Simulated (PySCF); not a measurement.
GaH₃: umbrella curve

These are results of BP86/[Ga def2-TZVP, H def2-TZVP], no relativity, density fitting, PySCF, not measurements.

Rigid scan from the singlet minimum (Ga–H 1.575 Å (×3); H–Ga–H 120.0° (×3)). Coordinate: angle between each bond and the threefold axis, bonds fixed. Energies in kJ/mol from the minimum.

| angle of the bonds to the threefold axis (°) | E (kJ/mol) | dipole size (D) |
| --- | --- | --- |
| 55 | 246.7 | 2.78 |
| 60 | 178.8 | 2.45 |
| 65 | 122.9 | 2.09 |
| 70 | 78.1 | 1.70 |
| 75 | 43.7 | 1.29 |
| 80 | 19.4 | 0.87 |
| 85 | 4.8 | 0.44 |
| 90 | 0.0 | 0.00 |

The scan took of the order of 40 core-seconds on a shared host.
